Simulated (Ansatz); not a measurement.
`CN[BH][AlH2]` + `O[SiH3]` → `[AlH2][BH]O[SiH3]` + CH₃NH₂ at 500 K and 1 bar (ligand exchange at a B–N bond).

Calculated with Ansatz (gas phase, PBE0-D4/def2-TZVP geometries, no zero-point term in ΔE). CCSD(T)/CBS adds triple-zeta CCSD(T) − MP2 to the extrapolated MP2 energy (def2 sets, frozen cores). One conformer a species, not always the lowest.

| species | CCSD(T)/CBS energy (Eh) | H − E (kJ/mol) | S (J/(mol·K)) |
| --- | --- | --- | --- |
| `CN[BH][AlH2]` | -363.77062 | 258.6 | 394.1 |
| `O[SiH3]` | -366.69042 | 127.5 | 292.9 |
| `[AlH2][BH]O[SiH3]` | -634.69802 | 193.7 | 425.7 |
| CH₃NH₂ | -95.75281 | 191.8 | 270.3 |

H − E and S are ideal-gas, rigid-rotor, harmonic terms from PBE0-D4/def2-TZVP, for one conformer and one mirror image of each species. 1 Eh = 2625.50 kJ/mol, R = 8.31446 J/(mol·K).

Task: By hand: ΔE, ΔH, ΔS and ΔG.

Result: ΔE = (-634.69802) + (-95.75281) − (-363.77062) − (-366.69042) = 0.01021 Eh = 26.8 kJ/mol. Δ(H − E) = 193.7 + 191.8 − 258.6 − 127.5 = -0.6, so ΔH = 26.2 kJ/mol. ΔS = 425.7 + 270.3 − 394.1 − 292.9 = 9.0 J/(mol·K). ΔG = 26.2 − 500 × (9.0)/1000 = 21.7 kJ/mol.

Task: By hand: the equilibrium constant, and the temperature at which ΔG would vanish if ΔH and ΔS stayed fixed.

Result: log₁₀ K = −ΔG/(RT ln 10) = -2.3. ΔG = 0 at ΔH/ΔS = 2911 K, far beyond where these terms or the molecules hold.

The number of gas molecules stays the same, so ΔS is small and ΔH decides. A doubt of 5 kJ/mol in ΔE shifts log₁₀ K by 0.5 here. Other conformers and mirror images would add mixing entropy, several J/(mol·K) or more a flexible species. These are equilibria of isolated gas molecules and say nothing of rates. Largest T1 diagnostic: 0.014 (customary marks: 0.02 for closed shells, 0.045 for open ones).
